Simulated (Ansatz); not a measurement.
C2H8BFSi, SMILES `B[Si](C)(C)F`. Charge 0, multiplicity 1. The structure was optimised at the PBE0-D4/def2-TZVP level.

```xyz
13

B    -0.515    0.526    1.884
Si    0.346    0.325    0.080
C     0.973   -1.419   -0.163
C    -0.848    0.795   -1.277
F     1.624    1.305   -0.059
H    -1.480   -0.133    2.153
H    -0.125    1.277    2.730
H     1.707   -1.693    0.598
H     1.450   -1.514   -1.142
H     0.150   -2.136   -0.113
H    -0.366    0.694   -2.254
H    -1.727    0.145   -1.262
H    -1.189    1.828   -1.175
```

**Question.** What is the dipole moment at r2SCAN/def2-TZVPP? (Estimate.)

**Answer.** The calculation gave: 1.72 D, with components (-1.19, -1.18, -0.39) D in this frame, pointing from negative to positive charge.

**Question.** And with PBE, B3LYP, ωB97M-V? (Estimate.)

**Answer.** Computed: PBE 1.70 D, B3LYP 1.72 D, ωB97M-V 1.69 D.

**Question.** Give the Mulliken charges with r2SCAN, PBE, B3LYP in def2-TZVPP. (An estimate is asked.)

**Answer.** Ansatz gave: 
```csv
atom,r2SCAN,PBE,B3LYP
B1,-0.12,-0.14,-0.15
Si2,0.64,0.52,0.61
C3,-0.33,-0.39,-0.41
C4,-0.33,-0.39,-0.41
F5,-0.35,-0.30,-0.35
H6,0.01,0.03,0.05
H7,0.03,0.05,0.06
H8,0.07,0.11,0.10
H9,0.08,0.10,0.10
H10,0.07,0.10,0.10
H11,0.08,0.10,0.10
H12,0.07,0.10,0.10
H13,0.07,0.11,0.10
```

B3LYP here is the variant with VWN-RPA as its local correlation; programs differ in this.
